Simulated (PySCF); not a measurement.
# Ba²⁺ (barium, charge +2) across methods

[Xe], closed-shell 1S. Calculation: PySCF 2.14, in aug-cc-pVQZ-X2C (10s9p7d4f2g, 118 functions); scalar relativity by spin-free X2C-1e.

```json
{"method": "M06-L", "E (hartree)": "-8134.00", "mean ε 4d (eV)": "-104.06", "mean ε 5s (eV)": "-46.278", "mean ε 5p (eV)": "-30.967", "Σ⟨r²⟩ (bohr²)": "44.07", "⟨S²⟩": "0.000"}
{"method": "B3LYP", "E (hartree)": "-8134.28", "mean ε 4d (eV)": "-105.77", "mean ε 5s (eV)": "-48.264", "mean ε 5p (eV)": "-32.323", "Σ⟨r²⟩ (bohr²)": "44.26", "⟨S²⟩": "0.000"}
{"method": "r2SCAN", "E (hartree)": "-8134.18", "mean ε 4d (eV)": "-104.06", "mean ε 5s (eV)": "-46.964", "mean ε 5p (eV)": "-31.521", "Σ⟨r²⟩ (bohr²)": "44.13", "⟨S²⟩": "0.000"}
{"method": "UHF", "E (hartree)": "-8131.13273", "mean ε 4d (eV)": "-116.98", "mean ε 5s (eV)": "-55.387", "mean ε 5p (eV)": "-36.235", "Σ⟨r²⟩ (bohr²)": "44.37", "⟨S²⟩": "0.000"}
{"method": "LDA", "E (hartree)": "-8127.13", "mean ε 4d (eV)": "-102.72", "mean ε 5s (eV)": "-46.400", "mean ε 5p (eV)": "-31.260", "Σ⟨r²⟩ (bohr²)": "44.15", "⟨S²⟩": "0.000"}
{"method": "PBE", "E (hartree)": "-8133.75", "mean ε 4d (eV)": "-102.60", "mean ε 5s (eV)": "-46.138", "mean ε 5p (eV)": "-31.081", "Σ⟨r²⟩ (bohr²)": "44.18", "⟨S²⟩": "0.000"}
{"method": "revPBE", "E (hartree)": "-8134.05", "mean ε 4d (eV)": "-102.57", "mean ε 5s (eV)": "-46.101", "mean ε 5p (eV)": "-31.058", "Σ⟨r²⟩ (bohr²)": "44.17", "⟨S²⟩": "0.000"}
{"method": "PBE0", "E (hartree)": "-8133.84", "mean ε 4d (eV)": "-106.59", "mean ε 5s (eV)": "-48.795", "mean ε 5p (eV)": "-32.688", "Σ⟨r²⟩ (bohr²)": "44.15", "⟨S²⟩": "0.000"}
```

Spin-orbit coupling, which splits the p, d and f shells strongly at this Z, is absent.
